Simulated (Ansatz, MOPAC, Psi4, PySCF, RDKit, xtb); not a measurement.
Two geometries of CH4SSe, SMILES C([SeH])S, relaxed at B3LYP-D3(BJ)/def2-SVP with one dihedral held; other torsions can differ between them too.

Structure A

```
7

S     -1.4609    -0.3584    -0.6133
C      0.2866    -0.5217    -0.1466
Se     0.9885     1.1609     0.6326
H     -1.9356    -0.1829     0.6423
H      0.4365    -1.3422     0.5664
H      0.8228    -0.7510    -1.0769
H      2.2051     0.5425     1.2053
```

Structure B

```
7

S      1.4596    -0.3923    -0.6574
C     -0.2803    -0.4990    -0.1434
Se    -1.0579     1.1124     0.7004
H      1.9611    -0.0823     0.5610
H     -0.4401    -1.3077     0.5831
H     -0.8417    -0.7408    -1.0557
H     -0.4866     2.0378    -0.2969
```

Problem. Which is lower in energy at the level CCSD(T) on RHF/cc-pVTZ, cores with 3d frozen // B3LYP-D3(BJ)/def2-SVP (Ansatz, a quantum-chemistry and plane-wave program), and by how much?

Solution. B is lower, by 1.79 kJ/mol (dihedral S1–C2–Se3–H7: 165° in A, 45° in B).

E(B) − E(A) in kJ/mol at the other levels, on the same two geometries: B3LYP/def2-TZVP // B3LYP-D3(BJ)/def2-SVP (Psi4) -1.64; B3LYP-D3(BJ)/def2-TZVP // B3LYP-D3(BJ)/def2-SVP (Psi4) -2.12; PBE/def2-TZVP // B3LYP-D3(BJ)/def2-SVP (Psi4) -2.18; PBE-D3(BJ)/def2-TZVP // B3LYP-D3(BJ)/def2-SVP (Psi4) -2.48; M06-2X/def2-TZVP // B3LYP-D3(BJ)/def2-SVP (Psi4) -2.37; RHF/cc-pVTZ // B3LYP-D3(BJ)/def2-SVP (Ansatz) -0.68; MP2 on RHF/cc-pVTZ, cores with 3d frozen // B3LYP-D3(BJ)/def2-SVP (Ansatz) -2.08; CCSD on RHF/cc-pVTZ, cores with 3d frozen // B3LYP-D3(BJ)/def2-SVP (Ansatz) -1.55; UFF // B3LYP-D3(BJ)/def2-SVP (RDKit) 7.35; PM6, restricted, heats of formation // B3LYP-D3(BJ)/def2-SVP (MOPAC) -11.28; AM1, restricted, heats of formation // B3LYP-D3(BJ)/def2-SVP (MOPAC) 0.87; GFN1-xTB // B3LYP-D3(BJ)/def2-SVP (xtb) -3.79; restricted B3LYP/6-31G*, spherical d // B3LYP-D3(BJ)/def2-SVP (PySCF) -2.68; restricted MP2 (frozen core)/3-21G // B3LYP-D3(BJ)/def2-SVP (PySCF) -4.95; restricted Hartree-Fock/6-31G*, spherical d // B3LYP-D3(BJ)/def2-SVP (PySCF) -1.50.
